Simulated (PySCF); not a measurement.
Structure with atom numbers: `[O:1]=[C:2]=[N:3][c:4]1[cH:5][cH:6][cH:7][cH:8][c:9]1[F:10]`. Hydrogens are named by the atom that carries them.

Geometry: PBE0-D3(BJ)/def2-TZVP; GIAO absolute shieldings from PySCF 2.14, gas phase, non-relativistic, averaged over equivalent atoms.

At B97-2/pcSseg-2 (416 basis functions, 2.9 min wall time (5.6 min CPU) on 2 threads of an Intel Xeon, shared host):
```
atoms  σ (ppm)
   O1    160.6
   C9     16.8
   C2     49.9
   C7     53.2
   C5     53.4
   C4     54.6
   C6     54.8
   C8     63.9
   N3    203.5
  F10    301.0
H(C7)    24.29
H(C8)    24.32
H(C5)    24.34
H(C6)    24.35
```

**Question.** Predict the values at KT3/pcSseg-2 on the same geometry.

**Answer.** 
```tsv
atoms	σ at KT3/pcSseg-2	change
O1	162.0	+1.4
C9	21.4	+4.6
C2	55.7	+5.8
C7	59.9	+6.7
C5	60.6	+7.2
C4	60.0	+5.4
C6	61.4	+6.6
C8	70.2	+6.3
N3	199.9	-3.6
F10	284.5	-16.5
H(C7)	24.52	+0.23
H(C8)	24.54	+0.22
H(C5)	24.56	+0.22
H(C6)	24.58	+0.23
```

The largest change is at F10 (aryl fluorine). Cost: 416 basis functions, 3.9 min wall time (7.2 min CPU) on 2 threads of an Intel Xeon, shared host. The order of the carbon signals changes between the two levels.
